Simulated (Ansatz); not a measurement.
Basis-set series for `[O]=[W]([OH])([F])([F])[Cl]`. The species carries charge 0 and has multiplicity 1. W takes the def2 core potential. The structure was optimised at the PBE0-D4/def2-TZVP level. It is one conformer, not always the lowest.

```csv
functional,basis,functions,energy (Eh),HOMO (eV),LUMO (eV)
PBE0-D4,def2-SVP,111,-877.34038,-9.55,-4.00
PBE0-D4,def2-QZVPP,409,-877.99393,-9.57,-3.92
ωB97M-V,def2-SVP,111,-877.63402,-11.76,-1.78
ωB97M-V,def2-QZVPP,409,-878.29397,-11.83,-1.73
```

(1) Give the rows for def2-TZVPP. (An estimate is asked.)

## Answers

(1) Computed: 
```
functional       basis  functions  energy (Eh)  HOMO (eV)  LUMO (eV)
   PBE0-D4  def2-TZVPP        236   -877.96086      -9.55      -3.89
   ωB97M-V  def2-TZVPP        236   -878.26274     -11.80      -1.69
```
